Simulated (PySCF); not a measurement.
# Computed properties of SnHFBr2, SMILES [F][SnH]([Br])[Br]

SnHFBr₂, SMILES [SnH]([Br])([Br])[F]. Geometry: r2SCAN-D4/def2-SVP. The structure was generated by enumeration; whether it is a known compound was not checked. The def2 effective core potentials stand for the cores of Sn; spin–orbit coupling is left out. The values are those of a single conformer. All values are computed for the isolated molecule unless a solvent is named; none is compared with measurement here.

**Structure.** The optimised structure has Cs symmetry. All 9 harmonic modes at r2SCAN-D4/def2-SVP (PySCF) are real, so it is a minimum. With heavy atoms numbered as in [SnH:1]([F:2])([Br:3])[Br:4], the shortest bond between them is Sn1–F2 at 1.932 Å and the longest Sn1–Br4 at 2.471 Å.

**Vibrations.** The strongest infrared lines (harmonic, unscaled, degenerate partners summed) lie at 535 cm⁻¹ (108 km/mol, H 98 %), 1954 cm⁻¹ (74 km/mol, H 99 %), 549 cm⁻¹ (59 km/mol, H 96 %). The softest mode is at 73 cm⁻¹ and the zero-point energy is 6.5 kcal/mol.

**Electronic structure.** PBE0/def2-TZVP (PySCF) places the frontier levels at -8.90 and -2.68 eV, a gap of 6.22 eV, and gives a dipole moment of 2.37 D and a mean polarisability of 76.3 bohr³. PBE/def2-TZVP (PySCF) at the same geometry gives -7.60 and -3.54 eV, so its gap is 2.16 eV narrower. An orbital gap is neither the optical nor the fundamental gap.

**Excitations.** TDA-CAM-B3LYP/def2-SVPD (PySCF) has S1 at 5.07 eV (244 nm, f = 0.024, weak); the most intense of the 10 singlets computed lies at 6.89 eV (f = 0.14). T1 (TDA) is at 4.56 eV, 0.51 eV under S1. TDA-PBE/def2-SVPD (PySCF) puts S1 at 4.18 eV. No vertical singlet excitation falls in the visible range (under 3.1 eV).
